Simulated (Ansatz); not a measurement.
A structure relaxed at PBE-D4/def2-SVP in Ansatz, charge 0, singlet:

```
atom   x (Å)   y (Å)   z (Å)
 Bi1  -0.931  -0.177  -0.184
  I2   0.832  -0.109  -2.417
  I3   0.416  -2.013   1.524
  I4  -0.317   2.299   1.077
```

Q: Give its formula, name or SMILES and point group.

A: BiI₃. Point group C3v (tolerance 0.1 Å).

Q: Summarise the bond lengths by kind (pairs closer than 1.2 times the sum of covalent radii, bridged metal pairs left out).

A: 3 × Bi–I 2.85 Å.

In the def2 sets Bi, I take a core potential; there is no spin–orbit coupling.
